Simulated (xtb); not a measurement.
Sn(H)2(Me)(OMe) (C2H8OSn), SMILES C[O][SnH2][CH3]. All values are semi-empirical tight-binding results from xtb (GFN2-xTB unless named), good for trends rather than for accurate numbers. Geometry: GFN2-xTB. The structure was generated by enumeration; whether it is a known compound was not checked. Other conformers were not sampled.

For metal compounds this method's bond lengths and energies can be far off.

Computed properties:
```yaml
orbital_gap: 5.10 eV
zero_point_energy: 54.5 kcal/mol
G − E(el) at 298.15 K (modified RRHO): 33.6 kcal/mol
```
